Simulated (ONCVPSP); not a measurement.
## PBE ONCV dataset for B (Z = 5), scalar-relativistic all-electron reference.

* Element: boron
* Generator: ONCVPSP 4.0.1
* Type: optimised norm-conserving Vanderbilt (ONCV)
* Functional: PBE
* Relativity: scalar-relativistic
* Frozen core: [He]
* Valence charge: 3
* Reference configuration: 2s1 2p2
* Partial waves: 2s: rc 1.10 bohr, ncon 4, nbas 8, qcut 6.7 1/bohr, 3 projectors, debl 1.7 Ha; 2p: rc 3.40 bohr, ncon 4, nbas 8, qcut 4.4 1/bohr, 2 projectors, debl 1.8 Ha
* Local potential: polynomial inside 0.70 bohr (lpopt 1, dvloc0 3 Ha)
* Core correction: Teter function, fcfact 6, rcfact 1.7

Question: Estimate the cutoffs (Ha) at which the residual kinetic energy of the hardest occupied pseudo-wave falls to 1 and 0.1 mHa per electron.

Answer: 12 Ha and 18 Ha. The cutoffs count occupied waves only; projector 2 of the s channel, the hardest unoccupied one, needs 71 Ha at the loose tolerance.

Question: What does a ghost test show?

Answer: Ghosts flagged at negative energy: s at -163.2 eV; GHOST(+) flagged for p at 53.3 eV. A true bound ghost makes a file unfit for plane-wave use.

Question: Which valence shell sets the plane-wave cutoff?

Answer: 2s: 12 Ha for 1 mHa per electron, against 6 Ha for 2p.

Question: Tests: 2s2 2p1; 2s2 2p0; 2s1 2p0; 2s2 2p0.5. Which has the largest error in its energy relative to the reference configuration, and how large is it?

Answer: 2s1 2p0, with +721 meV (all-electron minus pseudo) on +27.79 eV.
